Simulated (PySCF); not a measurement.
BF, SMILES [B]F (connectivity only; charge and spin as stated), charge +1, multiplicity 2.

Geometry: PBE0-D3(BJ)/def2-TZVPD.

The numbers are results of PySCF with CAM-B3LYP/def2-TZVPD, not measurements.

Gas-phase values at a fixed geometry.

- total energy = -124.27279 hartree
- point group = C∞v
- α spin, highest occupied and lowest empty level = -21.06 and -9.14 eV
- β spin, highest occupied and lowest empty level = -25.55 and -12.63 eV
- dipole moment about the centre of nuclear charge = 0.725 e·Å
- mean static polarisability = 9.5 bohr³ (1.41 Å³)
- polarisability, principal values = 9.5, 9.5, 9.5 bohr³
- ⟨S²⟩ = 0.752 (pure state 0.75)
